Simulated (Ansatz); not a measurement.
Al₄As₄H₁₄, a cluster cut from wurtzite AlAs (hydrogen-capped), 22 atoms. Hardware: 2 threads of AMD EPYC 7R13 on a shared host and a share (18 GiB) of an NVIDIA H100 80GB HBM3.

Single mean-field runs in def2-TZVP are fitted with def2-universal-jkfit.

**Question.** How many basis functions does each of these Ansatz runs have, and roughly what does it cost? r2SCAN-D4/def2-SVP, charge 0 singlet, relaxation, 4 steps; PBE-D4/def2-SVP, charge 0 singlet, energy, from earlier orbitals; r2SCAN-D4/def2-TZVP, charge 0 singlet, energy, from earlier orbitals; PBE0-D4/def2-TZVP, charge 0 singlet, energy and forces, from earlier orbitals; PBE0-D4/def2-SVP, charge 0 singlet, energy, from earlier orbitals; PBE-D4/def2-TZVP, charge 0 triplet at the geometry of the charge 0 singlet, energy, from earlier orbitals; PBE-D4/def2-TZVP, charge -1 doublet at the geometry of the charge 0 singlet, energy, from earlier orbitals; PBE-D4/def2-TZVP, charge 0 singlet, energy, from earlier orbitals; PBE0-D4/def2-TZVP, charge 0 triplet at the geometry of the charge 0 singlet, energy; PBE0-D4/def2-TZVP, charge -1 doublet at the geometry of the charge 0 singlet, energy; PBE0-D4/def2-TZVP, charge 1 doublet at the geometry of the charge 0 singlet, energy; PBE-D4/def2-TZVP, charge 1 doublet at the geometry of the charge 0 singlet, energy, from earlier orbitals.

**Answer.** Other jobs shared the machine, so times can vary by a factor of up to 3. A dash marks memory too small to be measured apart from the calling script's.

```tsv
run	functions	fitting or Cholesky vectors	wall time	peak host memory (GiB)
PBE-D4/def2-TZVP, charge 0 singlet, energy, from earlier orbitals	424	1828	3.4 s	–
PBE-D4/def2-SVP, charge 0 singlet, energy, from earlier orbitals	270	3036	3.4 s	0.9
PBE0-D4/def2-SVP, charge 0 singlet, energy, from earlier orbitals	270	2618	4.2 s	0.93
PBE0-D4/def2-TZVP, charge 0 singlet, energy and forces, from earlier orbitals	424	1828	6 s	1.1
PBE-D4/def2-TZVP, charge 1 doublet at the geometry of the charge 0 singlet, energy, from earlier orbitals	424	1828	6 s	0.93
r2SCAN-D4/def2-TZVP, charge 0 singlet, energy, from earlier orbitals	424	1828	6.5 s	0.85
PBE-D4/def2-TZVP, charge -1 doublet at the geometry of the charge 0 singlet, energy, from earlier orbitals	424	1828	6.5 s	0.93
PBE-D4/def2-TZVP, charge 0 triplet at the geometry of the charge 0 singlet, energy, from earlier orbitals	424	1828	7.5 s	0.92
PBE0-D4/def2-TZVP, charge -1 doublet at the geometry of the charge 0 singlet, energy	424	1828	8.5 s	0.96
PBE0-D4/def2-TZVP, charge 1 doublet at the geometry of the charge 0 singlet, energy	424	1828	9 s	0.96
PBE0-D4/def2-TZVP, charge 0 triplet at the geometry of the charge 0 singlet, energy	424	1828	12 s	0.97
r2SCAN-D4/def2-SVP, charge 0 singlet, relaxation, 4 steps	270	3036	12 s	0.92
```
